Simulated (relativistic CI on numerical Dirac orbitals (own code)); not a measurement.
One change at a time: F⁵⁺

Base calculation: Dirac-Coulomb-Breit CI, KLI orbitals optimised for each configuration, QED by a radiative potential, valence Slater integrals scaled by 0.85, P86 correlation energy added to each configuration.

CI space (outside the closed core 1s2): 2s2, 2s 2p, 2p2, 2p 3s, 2p 3p, 2s 3s, 2s 3p, 2s 3d, 2s 4s, 2s 4p, 2s 4d, 2s 4f, 3s2, 3s 3p, 3p2. Levels of other configurations are missing.

The lowest level and the first level of each name with at least 55 % of one term (blank where a level has no safe partner in the second run):

| Level | Base (cm⁻¹) | Shift (cm⁻¹) |
| --- | --- | --- |
| 2s2 1S_0 | 0 | 0 |
| 2s 2p 3P°_0 | 97540 | -2158 |
| 2s 2p 3P°_1 | 97793 | -2158 |
| 2s 2p 3P°_2 | 98358 | -2158 |
| 2s 2p 1P°_1 | 183946 | -2154 |
| 2p2 3P_0 | 253658 | -4119 |
| 2p2 3P_1 | 253948 | -4119 |
| 2p2 3P_2 | 254443 | -4119 |
| 2p2 1D_2 | 277711 | -4074 |
| 2p2 1S_0 | 336014 | -3863 |
| 2s 3s 3S_1 | 745448 | +7126 |
| 2s 3s 1S_0 | 760518 | +7073 |
| 2s 3p 1P°_1 | 789131 | +6533 |
| 2s 3p 3P°_0 | 789642 | +6664 |

At this charge configurations can still be misplaced by up to about 7 % of their energy. 25 of the 33 excited levels that our extract of the measured tables holds in this range could be paired (the sources list more); they are missed by 1588 cm⁻¹ on average and 6361 at most, and levels without a partner can miss by more.

**Question.** One thing was changed in a second run, which moved the levels as shown. Which?
A. QED terms removed
B. self-excluded LDA correlation estimate
C. Breit term removed
D. configuration mixing switched off
E. non-relativistic limit
F. valence Slater integrals scaled by 0.75

**Answer.** B. Self-excluded LDA correlation estimate. A correlation estimate moves all levels of a configuration together before mixing; mixed levels move by a weighted share.
